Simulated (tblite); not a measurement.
FNa, singlet, geometry from GFN2-xTB (such geometries of metal compounds can be far from the true shape); GFN1-xTB with ALPB(water) run with tblite.

The tblite input:
```
$ tblite run mol.xyz --method gfn1 --charge 0 --spin 0 --alpb water --json tblite.json --no-restart

# file mol.xyz
2

Na    -0.00000000    -0.00000000    -0.78691227
F      0.00000000     0.00000000     0.96178167
```

Problem. Predict the main parts of the log of this tblite run.

Solution. 
```
xTB calculator
 | screened Coulomb repulsion
 | Coulomb electrostatics
 |  * isotropic Klopman-Ohno-Mataga-Nishimoto electrostatics
 |  * onsite third-order electrostatics
 | DFT-D3(BJ) dispersion correction
 | Interactions (3)
 | [1] alpb/gbsa reaction field model
 | [2] cds contribution to solvation
 | [3] empirical free energy shift and standard state/solvent correction

halogen bonding energy    0.0000000000000E+00 Eh
repulsion energy          7.5780130616564E-03 Eh
dispersion energy        -8.9215018654674E-05 Eh
interaction energy       -4.0070310941523E-02 Eh
number of electrons       8.0000000000000E+00 e
integral cutoff           4.0000000000000E+01 bohr

------------------------------------------------------------
  cycle        total energy    energy error   density error
------------------------------------------------------------
      1     -5.505810495655  -5.4732290E+00   6.9881954E-01
      2     -5.522927051963  -1.7116556E-02   4.0630035E-01
      3     -5.531675040270  -8.7479883E-03   9.3624830E-02
      4     -5.514728913054   1.6946127E-02   2.3533465E-01
      5     -5.533843114934  -1.9114202E-02   2.1944109E-02
      6     -5.533954937766  -1.1182283E-04   4.7228776E-03
      7     -5.533959328355  -4.3905884E-06   2.0369554E-03
      8     -5.533960056458  -7.2810283E-07   7.5958114E-04
      9     -5.533960176165  -1.1970687E-07   5.2120600E-06
------------------------------------------------------------

electronic energy        -5.5013786632660E+00 Eh
total energy             -5.5339601761645E+00 Eh

Post processing:
 | Mayer-Wiberg bond orders

[Info] JSON dump of results written to 'tblite.json'
```
